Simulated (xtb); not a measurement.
xtb input (GFN1-xTB):

```bash
xtb mol.xyz --gfn 1 --opt tight --chrg 0 --uhf 0
```
mol.xyz:
```
15

C     -0.18305178     2.45473982     0.15623347
O     -0.84269614     1.21929139     0.06982848
Al    -0.46512160    -0.42281633    -0.05390649
C     -1.90826286    -1.70591108    -0.21900824
O      1.13385149    -0.97016229    -0.03675332
C      2.42507871    -0.43751606     0.10157823
H     -0.69800951     3.19318215    -0.46500716
H      0.85840484     2.39796733    -0.17985280
H     -0.18631458     2.82119407     1.18778946
H     -1.53227197    -2.72717338    -0.29290536
H     -2.57952231    -1.65149439     0.64159697
H     -2.51461131    -1.50067318    -1.10460714
H      3.02313121    -1.08163393     0.75261690
H      2.92453757    -0.38465284    -0.87107806
H      2.41940962     0.56898769     0.53480959
```

Output:

```
           -------------------------------------------------
          |                Calculation Setup                |
           -------------------------------------------------

           -------------------------------------------------
          |                 G F N 1 - x T B                 |
           -------------------------------------------------

        Reference                      10.1021/acs.jctc.7b00118
      * Hamiltonian:
        H0-scaling (s, p, d)           1.850000    2.250000    2.000000
        zeta-weighting                 0.000000
      * Dispersion:
        s8                             2.400000
        a1                             0.630000
        a2                             5.000000
        s9                             0.000000
      * Repulsion:
        kExp                           1.500000
        rExp                           1.000000
      * Coulomb:
        alpha                          2.000000
        third order                    atomic
        anisotropic                    false
      * Halogen bond correction:
        rad-scale                      1.300000
        damping                        0.440000

          ...................................................
          :                      SETUP                      :
          :.................................................:
          :  # basis functions                  48          :
          :  # atomic orbitals                  47          :
          :  # shells                           31          :
          :  # electrons                        36          :
          :  # halogen bonds                     0          :
          :  max. iterations                   250          :
          :  Hamiltonian                  GFN1-xTB          :
          :  restarted?                      false          :
          :  GBSA solvation                  false          :
          :  PC potential                    false          :
          :  electronic temp.          300.0000000     K    :
          :  accuracy                    1.0000000          :
          :  -> integral cutoff          0.2500000E+02      :
          :  -> integral neglect         0.1000000E-07      :
          :  -> SCF convergence          0.1000000E-05 Eh   :
          :  -> wf. convergence          0.2000000E-04 e    :
          :  Broyden damping             0.4000000          :
          :  net charge                          0          :
          :  unpaired electrons                  0          :
          ...................................................

 iter      E             dE          RMSdq      gap      omega  full diag
   1    -22.1164580 -0.221165E+02  0.723E+00    5.82       0.0  T
   2    -22.1593641 -0.429061E-01  0.437E+00    5.54       1.0  T
   3    -22.1597211 -0.356959E-03  0.789E-01    5.51       1.0  T
   4    -22.1612654 -0.154429E-02  0.121E-01    5.48       1.0  T
   5    -22.1613988 -0.133447E-03  0.224E-02    5.50       1.2  T
   6    -22.1614033 -0.443747E-05  0.709E-03    5.50       3.6  T
   7    -22.1614037 -0.404500E-06  0.638E-04    5.50      40.5  T
[...]
        23                         -0.1089856              -2.9656
        24                         -0.0876344              -2.3847
        25                         -0.0799250              -2.1749
        26                         -0.0767804              -2.0893
        27                         -0.0635747              -1.7300
        28                         -0.0475445              -1.2938
        29                          0.0017666               0.0481
       ...                                ...                  ...
        47                          1.1374525              30.9517
      -------------------------------------------------------------
                  HL-Gap            0.1875062 Eh            5.1023 eV
             Fermi-level           -0.3345562 Eh           -9.1037 eV

  Mulliken/CM5 charges         n(s)   n(p)   n(d)
     1C     0.19141  0.07469   0.963  2.846  0.000
     2O    -0.53080 -0.59664   1.628  4.902  0.000
     3Al    0.57356  0.53608   0.972  1.033  0.422
     4C    -0.13724 -0.24694   1.022  3.115  0.000
     5O    -0.53023 -0.59608   1.629  4.901  0.000
     6C     0.19140  0.07479   0.963  2.846  0.000
     7H     0.01279  0.07061   0.987  0.000  0.000
     8H     0.01444  0.07216   0.986  0.000  0.000
     9H     0.01282  0.07066   0.987  0.000  0.000
    10H     0.05380  0.10912   0.946  0.000  0.000
    11H     0.05382  0.10894   0.946  0.000  0.000
    12H     0.05380  0.10893   0.946  0.000  0.000
    13H     0.01291  0.07071   0.987  0.000  0.000
    14H     0.01292  0.07071   0.987  0.000  0.000
    15H     0.01459  0.07228   0.985  0.000  0.000

Wiberg/Mayer (AO) data.
largest (>0.10) Wiberg bond orders for each atom

 ---------------------------------------------------------------------------
     #   Z sym  total        # sym  WBO       # sym  WBO       # sym  WBO
 ---------------------------------------------------------------------------
     1   6 C    3.933 --     7 H    0.981     9 H    0.981     8 H    0.978
                             2 O    0.940
     2   8 O    2.142 --     3 Al   1.082     1 C    0.940
     3  13 Al   3.455 --     2 O    1.082     5 O    1.082     4 C    1.049
     4   6 C    3.981 --     3 Al   1.049    10 H    0.947    12 H    0.943
                            11 H    0.942
     5   8 O    2.143 --     3 Al   1.082     6 C    0.940
     6   6 C    3.933 --    14 H    0.981    13 H    0.981    15 H    0.978
                             5 O    0.940
     7   1 H    1.013 --     1 C    0.981
     8   1 H    1.008 --     1 C    0.978
     9   1 H    1.013 --     1 C    0.981
    10   1 H    0.997 --     4 C    0.947
    11   1 H    0.997 --     4 C    0.942
    12   1 H    0.997 --     4 C    0.943
    13   1 H    1.013 --     6 C    0.981
    14   1 H    1.013 --     6 C    0.981
    15   1 H    1.007 --     6 C    0.978
 ---------------------------------------------------------------------------

Topologies differ in total number of bonds
Writing topology from bond orders to xtbtopo.mol

 dipole moment from electron density (au)
     X       Y       Z
  -0.0300  -0.0108  -0.0016  total (Debye):    0.081

           -------------------------------------------------
          |                Geometry Summary                 |
           -------------------------------------------------

      molecular mass/u    :      104.0840228
   center of mass at/Å    :        0.0221293       0.0199911       0.0014379
  moments of inertia/u·Å² :        0.1837171E+03   0.2495859E+03   0.4237698E+03
rotational constants/cm⁻¹ :        0.9175863E-01   0.6754240E-01   0.3978017E-01
Note: The following floating-point exceptions are signalling: IEEE_DENORMAL
normal termination of xtb

 * 14 selected distances

     #   Z          #   Z                                           value/Å
     1   6 C        2   8 O                                       1.4215259
     2   8 O        3  13 Al                                      1.7094295
     3  13 Al       4   6 C                                       1.9326770 (max)
     3  13 Al       5   8 O                                       1.7095155
     5   8 O        6   6 C                                       1.4216335
     1   6 C        7   1 H                                       1.0985397
     1   6 C        8   1 H                                       1.0986703
     1   6 C        9   1 H                                       1.0984455
     4   6 C       10   1 H                                       1.0915302 (min)
     4   6 C       11   1 H                                       1.0926031
     4   6 C       12   1 H                                       1.0924495
     6   6 C       13   1 H                                       1.0988095
     6   6 C       14   1 H                                       1.0987335
     6   6 C       15   1 H                                       1.0990034

 * 4 distinct bonds (by element types)

   Z      Z             #   av. dist./Å        max./Å        min./Å
   1 H    6 C           9     1.0965316     1.0990034     1.0915302
   6 C    8 O           2     1.4215797     1.4216335     1.4215259
   6 C   13 Al          1     1.9326770     1.9326770     1.9326770
   8 O   13 Al          2     1.7094725     1.7095155     1.7094295

optimized geometry written to: xtbopt.xyz

           -------------------------------------------------
          | TOTAL ENERGY              -21.976939265990 Eh   |
          | GRADIENT NORM               0.000370446328 Eh/α |
          | HOMO-LUMO GAP               5.102304650463 eV   |
           -------------------------------------------------

------------------------------------------------------------------------
------------------------------------------------------------------------
 total:
 SCF:
 ANC optimizer:
```
